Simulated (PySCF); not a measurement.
# Vanadium: a sound run and one with changed settings

Sound run: V+ [Ar] 3d4, V(2+) [Ar] 3d3. All numbers are calculated (PySCF 2.14, no relativity, point nucleus, in def2-SVP (5s3p2d1f, 31 functions)). In the sound run the correlated levels freeze [Ar]. The sound run starts from symmetry-adapted Hartree-Fock orbitals and uses a fine grid where one is needed.

Changed run: initial guess atom, at most 50 SCF cycles, level shift 2.0 hartree.

```json
{"species": "V+", "method": "UHF", "sound run (hartree)": "-942.53004", "changed run (hartree)": "-942.54340", "converged": "yes"}
{"species": "V+", "method": "M06-2X", "sound run (hartree)": "-943.48839", "changed run (hartree)": "-943.46556", "converged": "no"}
{"species": "V+", "method": "PBE0", "sound run (hartree)": "-943.32617", "changed run (hartree)": "-943.30706", "converged": "no"}
{"species": "V(2+)", "method": "UHF", "sound run (hartree)": "-942.04960", "changed run (hartree)": "-942.04960", "converged": "yes"}
{"species": "V(2+)", "method": "M06-2X", "sound run (hartree)": "-942.95226", "changed run (hartree)": "-942.95226", "converged": "yes"}
{"species": "V(2+)", "method": "PBE0", "sound run (hartree)": "-942.78251", "changed run (hartree)": "-942.78251", "converged": "yes"}
{"species": "V(2+)", "method": "MP2", "sound run (hartree)": "-942.05964", "changed run (hartree)": "-942.05454", "converged": "yes"}
```

The plain start fixes occupations by D2h representation alone, and V+ at UHF landed in another state (other ⟨L²⟩ or ⟨S²⟩). A level shift leaves the converged SCF energy unchanged but raises the virtual orbital energies, which shrinks MP2 if it is not removed.
